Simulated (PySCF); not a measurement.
CH3F5Si2, SMILES F[SiH](F)C[Si](F)(F)F. Coordinates come from a B3LYP-D3(BJ)/def2-SVP optimisation. This is a generated structure with no PubChem entry under its InChIKey; it may be hypothetical. The values are those of a single conformer.

Computed equilibrium geometry at B3LYP-D3(BJ)/def2-SVP (PySCF confirms it by a frequency run) as bond lengths and angles (one conformer of several):
Atoms: Si1 F2 F3 C4 Si5 F6 F7 F8 H9 H10 H11. Bond lengths (Å): Si1–F2 1.618, Si1–F3 1.617, Si1–C4 1.862, Si1–H9 1.474, C4–Si5 1.841, C4–H10 1.104, C4–H11 1.104, Si5–F6 1.606, Si5–F7 1.609, Si5–F8 1.603. Bond angles (°): F2–Si1–F3 107.0, F2–Si1–C4 108.1, F2–Si1–H9 109.4, F3–Si1–C4 108.8, F3–Si1–H9 108.6, C4–Si1–H9 114.6, Si1–C4–Si5 114.4, Si1–C4–H10 108.8, Si1–C4–H11 108.5, Si5–C4–H10 108.9, Si5–C4–H11 108.8, H10–C4–H11 107.2, C4–Si5–F6 112.1, C4–Si5–F7 110.1, C4–Si5–F8 112.1, F6–Si5–F7 106.9, F6–Si5–F8 107.5, F7–Si5–F8 107.8.
